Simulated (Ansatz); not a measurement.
Consider the formal exchange of groups at the Si–F bond: `F[Si](F)([SiH3])[SiH3]` + CH₄ → `C[Si](F)([SiH3])[SiH3]` + H–F.

Computed with Ansatz on PBE0-D4/def2-TZVP structures; ΔE is electronic, products minus reactants. CCSD(T)/CBS adds triple-zeta CCSD(T) − MP2 to the extrapolated MP2 energy (def2 sets, frozen cores). This one scheme is used for every species. DFT in def2-TZVPP. B3LYP here is the variant with VWN-RPA as its local correlation; programs differ in this.

| level | ΔE (kcal/mol) | difference from CCSD(T)/CBS |
| --- | --- | --- |
| r2SCAN-D4 | 34.8 | 1.6 |
| PBE0-D4 | 31.8 | -1.4 |
| B3LYP-D4 | 35.2 | 2.0 |
| ωB97X-V | 34.6 | 1.4 |
| ωB97M-V | 34.3 | 1.1 |
| B2PLYP | 36.1 | 2.9 |
| PBE | 33.2 | 0.0 |
| PBE0 | 33.0 | -0.2 |
| HF/def2-TZVPP | 39.7 | 6.5 |
| MP2/def2-TZVPP | 32.9 | -0.3 |
| SCS-MP2/def2-TZVPP | 34.6 | 1.4 |
| CCSD/def2-TZVPP | 34.2 | 1.0 |
| MP2/def2-QZVPP | 33.0 | -0.2 |
| SCS-MP2/def2-QZVPP | 34.7 | 1.5 |
| HF/CBS(def2) | 40.3 | 7.1 |
| CCSD/CBS(def2) | 34.0 | 0.8 |
| CCSD(T)/CBS | 33.2 | 0 |

Largest T1 diagnostic among the species: 0.013.

The D4 term adds −2.0 kcal/mol with B3LYP and −1.2 kcal/mol with PBE0; it sums over pairs of atoms, weighted by their polarisabilities, and B3LYP, whose exchange is more repulsive, gets the larger term. In def2-TZVPP, CCSD(T) changes the Hartree–Fock value by −6.3 kcal/mol (the triples alone add −0.8 kcal/mol) and MP2 by −6.7 kcal/mol.

CCSD(T)/CBS has its own doubt, a few kJ/mol and more with outer-core shells, so smaller differences from it don't rank the levels.
